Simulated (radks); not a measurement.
Values are calculated unless marked as measured or tabulated.
Ionisation of neutral tantalum, [Xe] 4f14 5d3 6s2, to [Xe] 4f14 5d3 6s1 as the strength of local exchange is varied. Level of theory: scalar-relativistic Kohn-Sham, Slater X-alpha exchange (alpha = 2/3 is LDA exchange), no correlation, spin-unpolarised, spherical densities, finite nucleus; Fermi nuclear charge, rms radius 5.3507 fm (a radial shooting solver on a logarithmic mesh with Libxc functionals).

alpha  E(Ta) (hartree)  exchange (hartree)  IE (eV)  -e of the level emptied (eV)  <r> of it (bohr)
0.667      -15585.7213           -298.4120    7.720                    4.688 (6s)             3.337
0.668      -15586.1709           -298.8688    7.726                    4.694 (6s)             3.337
0.671      -15587.5196           -300.2393    7.744                    4.709 (6s)             3.334
0.82       -15654.6658           -368.6244    8.659                    5.530 (6s)             3.228
0.853      -15669.5795           -383.8536    8.870                    5.723 (6s)             3.205
0.949      -15713.0518           -428.3285    9.500                    6.303 (6s)             3.138

NIST Atomic Spectra Database: 7.550 eV (measured). The central value is not met in this range of alpha. Spin polarisation and multiplet splitting are left out, so open shells lie too high by an amount that depends on their filling. Spin-orbit splitting is averaged out at the scalar-relativistic level.

Beside tabulated values, note that spin-unpolarised runs miss the spin-polarisation part of the exchange energy of open shells.
